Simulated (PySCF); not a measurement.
Energy of P⁺ (phosphorus, charge +1) between two integer charges

The 3p alpha orbital of [Ne] 3s2 3p2 is emptied in steps (occupation f), with all orbitals relaxed, ending at [Ne] 3s2 3p1. Calculation: PySCF 2.14, in aug-pcseg-2 (6s5p3d2f, 50 functions); no relativity, point nucleus. The exact energy is a straight line in f; departures are measured from the line between the end points of the same method.

Q: Among UHF, LDA, PBE, PBE0, r2SCAN, LC-wPBE, BHandHLYP, wB97X, HSE06, r2SCAN0, which shows the largest delocalisation error (convex curve), and which is closest to linear?

A: Most convex: LDA (-1.187 eV at f = 0.4); closest to linear: UHF (0.128 eV).

```json
{"f": "1", "UHF (eV)": "0.000", "LDA (eV)": "0.000", "PBE (eV)": "0.000", "PBE0 (eV)": "0.000", "r2SCAN (eV)": "0.000", "LC-wPBE (eV)": "0.000", "BHandHLYP (eV)": "0.000", "wB97X (eV)": "0.000", "HSE06 (eV)": "0.000", "r2SCAN0 (eV)": "0.000"}
{"f": "0.8", "UHF (eV)": "0.088", "LDA (eV)": "-0.788", "PBE (eV)": "-0.768", "PBE0 (eV)": "-0.557", "r2SCAN (eV)": "-0.721", "LC-wPBE (eV)": "-0.108", "BHandHLYP (eV)": "-0.355", "wB97X (eV)": "-0.159", "HSE06 (eV)": "-0.621", "r2SCAN0 (eV)": "-0.524"}
{"f": "0.6", "UHF (eV)": "0.130", "LDA (eV)": "-1.185", "PBE (eV)": "-1.151", "PBE0 (eV)": "-0.832", "r2SCAN (eV)": "-1.073", "LC-wPBE (eV)": "-0.157", "BHandHLYP (eV)": "-0.532", "wB97X (eV)": "-0.233", "HSE06 (eV)": "-0.929", "r2SCAN0 (eV)": "-0.779"}
{"f": "0.4", "UHF (eV)": "0.128", "LDA (eV)": "-1.187", "PBE (eV)": "-1.149", "PBE0 (eV)": "-0.828", "r2SCAN (eV)": "-1.059", "LC-wPBE (eV)": "-0.151", "BHandHLYP (eV)": "-0.530", "wB97X (eV)": "-0.226", "HSE06 (eV)": "-0.925", "r2SCAN0 (eV)": "-0.767"}
{"f": "0.2", "UHF (eV)": "0.084", "LDA (eV)": "-0.792", "PBE (eV)": "-0.762", "PBE0 (eV)": "-0.548", "r2SCAN (eV)": "-0.692", "LC-wPBE (eV)": "-0.096", "BHandHLYP (eV)": "-0.352", "wB97X (eV)": "-0.146", "HSE06 (eV)": "-0.613", "r2SCAN0 (eV)": "-0.500"}
{"f": "0", "UHF (eV)": "0.000", "LDA (eV)": "0.000", "PBE (eV)": "0.000", "PBE0 (eV)": "0.000", "r2SCAN (eV)": "0.000", "LC-wPBE (eV)": "0.000", "BHandHLYP (eV)": "0.000", "wB97X (eV)": "0.000", "HSE06 (eV)": "0.000", "r2SCAN0 (eV)": "0.000"}
```

```csv
method,E(f=0) − E(f=1) (eV),−ε at f=1 (eV),−ε at f=0.4 (eV)
UHF,19.152,19.711,19.036
LDA,19.818,14.915,20.801
PBE,19.781,14.987,20.759
PBE0,19.815,16.331,20.531
r2SCAN,19.945,15.413,20.913
LC-wPBE,19.942,19.256,20.101
BHandHLYP,19.611,17.388,20.063
wB97X,19.686,18.679,19.909
HSE06,19.802,15.914,20.599
r2SCAN0,19.919,16.620,20.627
```

Reference removal energy between the ground levels: 19.769 eV (semi-empirical (NIST evaluation); NIST Atomic Spectra Database, ionization energies). The calculation has no spin-orbit coupling. UHF lacks correlation.
